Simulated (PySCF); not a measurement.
**Rh¹⁵⁺: ionisation energy**

Rh¹⁵⁺ [Ar] 3d10 4s2 → Rh¹⁶⁺ [Ar] 3d10 4s1 [4s1/2^1, M_J = 1/2], as a difference of total energies. Calculation: PySCF 2.14, in an uncontracted even-tempered set (18 s from 0.75 bohr⁻², ratio 2.8; 13 p from 0.97 bohr⁻², ratio 2.8; 9 d from 1.7 bohr⁻², ratio 2.8; 4 f from 4.9 bohr⁻², ratio 3); the two-component X2C-1e Hamiltonian. Correlated levels: [Ne] frozen; the 86 highest virtual spinors dropped. "Screened" scales the spin-orbit matrix elements by Boettger's factors to mimic the two-electron term; Breit and QED terms are absent.

| method | ionisation energy (eV) |
| --- | --- |
| GHF (screened spin-orbit) | 385.92 |
| GMP2 (screened spin-orbit) | 388.23 |

Task: How much does correlation contribute at GMP2 (screened spin-orbit)?

Result: 388.23 − (385.92) = 2.31 eV, measured against GHF (screened spin-orbit).

Breit and QED terms and the two-electron picture change are absent.

For comparison: 389.3 ± 0.5 eV (theoretical estimate listed by NIST; NIST Atomic Spectra Database, ionization energies).
